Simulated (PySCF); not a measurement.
**Vertical excitation energies**

Species: C6H3F2O2S (charge -1).
Atom-mapped SMILES: `[O:1]=[C:2]([O-:3])[c:4]1[cH:5][c:6]([F:7])[c:8]([CH2:9][F:10])[s:11]1` (hydrogens: H12 on C5; H13, H14 on C9)

Geometry (PBE0-D3(BJ)/def2-SVP, Å), atoms numbered from 1 in this order:
```xyz
14
C6H3F2O2S angstrom
O      3.091   -1.358   -1.200
C      2.940   -0.462   -0.350
O      3.749    0.205    0.310
C      1.464   -0.129   -0.074
C      0.910    0.779    0.797
C     -0.500    0.746    0.742
F     -1.273    1.532    1.506
C     -1.034   -0.167   -0.139
C     -2.468   -0.384   -0.417
F     -2.924    0.295   -1.541
S      0.260   -1.004   -0.941
H      1.521    1.418    1.433
H     -3.058   -0.031    0.445
H     -2.684   -1.454   -0.578
```

Method: PySCF, TDDFT CAM-B3LYP/def2-SVPD, vertical, gas phase, core orbitals frozen in the response. The geometry's basis has no diffuse functions, a weakness for an anion.

```json
{"state": "S1", "E (eV)": "4.26", "E (kJ/mol)": "411", "λ (nm)": "291.3", "f": "0.0000", "main configurations (H = HOMO, L = LUMO)": "H→L (75%), H→L+1 (10%)"}
{"state": "S2", "E (eV)": "4.30", "E (kJ/mol)": "415", "λ (nm)": "288.5", "f": "0.0001", "main configurations (H = HOMO, L = LUMO)": "H-1→L (77%), H-1→L+1 (9%)"}
{"state": "S3", "E (eV)": "4.95", "E (kJ/mol)": "477", "λ (nm)": "250.7", "f": "0.0010", "main configurations (H = HOMO, L = LUMO)": "H-2→L (82%)"}
{"state": "S4", "E (eV)": "5.17", "E (kJ/mol)": "499", "λ (nm)": "239.6", "f": "0.234", "main configurations (H = HOMO, L = LUMO)": "H-3→L (88%)"}
{"state": "S5", "E (eV)": "5.47", "E (kJ/mol)": "528", "λ (nm)": "226.7", "f": "0.093", "main configurations (H = HOMO, L = LUMO)": "H-4→L (82%)"}
{"state": "S6", "E (eV)": "5.75", "E (kJ/mol)": "555", "λ (nm)": "215.5", "f": "0.0012", "main configurations (H = HOMO, L = LUMO)": "H-3→L+1 (77%)"}
```

The lowest singlet comes at 291 nm (411 kJ/mol) in the ultraviolet; it is dark (f under 0.0005); its leading configuration is HOMO→LUMO (75%). The most intense listed level is S4 at 5.17 eV (240 nm, f = 0.234), 0.92 eV above S1. Löwdin shares by element: HOMO oxygen 86%, carbon 7% or more; LUMO carbon 40% or more, sulfur 20% (atoms not listed hold the other 41%). Weighted by f, the mean energy of these states is 5.26 eV. Of the 6 states listed, 2 reach f = 0.01 and 2 stay under 0.0005. Orbital energies (eV): HOMO-3 -4.69, HOMO-2 -4.30, HOMO-1 -4.21, HOMO -4.08, LUMO 3.27, LUMO+1 3.83, LUMO+2 4.46. No computed singlet lies in the visible range (380 to 750 nm); the lowest, at 291 nm, stands 0.99 eV above its violet end (3.26 eV). No detachment energy is given for this anion; states above it aren't bound, and a finite basis only mimics them. Singlets were solved by full linear response.

On Intel Xeon Platinum 8559C, one thread, on a shared host, this took 98 s (grids of density and orbitals included) and 1.3 GiB of memory at its peak.

One conformer stands for the species.
